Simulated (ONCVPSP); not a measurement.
Reading a pseudo-wave (Re (Z = 75))

Columns: radius, all-electron u(r) and pseudo u(r) of the 4f shell (level -42.31 eV) of rhenium in the configuration [Kr] 4d10 4f14 5s2 5p6 5d5 6s2; PBE, scalar-relativistic, ONCV scheme, ONCVPSP 4.0.1.

```csv
r (bohr),all-electron,pseudo
0.095,0.1628,0.0095
0.190,0.6991,0.1260
0.285,1.1419,0.4743
0.380,1.3243,0.9934
0.475,1.3121,1.4240
0.570,1.2008,1.5430
0.665,1.0531,1.3585
0.760,0.9014,1.0544
0.855,0.7606,0.8000
0.950,0.6361,0.6392
1.045,0.5290,0.5287
1.140,0.4382,0.4380
1.235,0.3622,0.3620
1.330,0.2988,0.2987
1.425,0.2464,0.2463
1.520,0.2032,0.2031
1.615,0.1676,0.1675
1.710,0.1382,0.1381
1.805,0.1141,0.1141
1.900,0.0943,0.0942
1.995,0.0780,0.0779
2.090,0.0646,0.0645
2.185,0.0535,0.0535
2.280,0.0444,0.0443
2.375,0.0368,0.0368
2.470,0.0306,0.0306
```

Problem. How many radial nodes do the two functions have?

Solution. The all-electron 4f function has n − l − 1 = 0; the pseudo-wave has 0.

Problem. At about which radius was the pseudo-wave matched?

Solution. 1.10 bohr, where the columns begin to agree (steps of 0.10 bohr).

Problem. Is the pseudo-wave norm-conserving?

Solution. Yes: the ONCV scheme keeps the norm inside the radius equal to the all-electron one, which fixes the energy derivative of the logarithmic derivative at the level.
